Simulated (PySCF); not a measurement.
A structure optimised at B3LYP-D3(BJ)/def2-SVP, used in a PySCF frequency run:

```
Ge
F 1 1.7181
F 1 1.7216 2 107.08
F 1 1.7216 2 107.17 3 111.65
S 1 2.1891 2 109.82 3 -124.20
H 5 1.3557 1 91.65 2 -179.26
```
Charge 0, spin multiplicity 1.

Write its SMILES and formula.

[F][Ge]([F])([F])[SH], F3GeHS

What are its rotational constants (standard atomic weights)?

3.4708, 2.0502, 2.0108 GHz
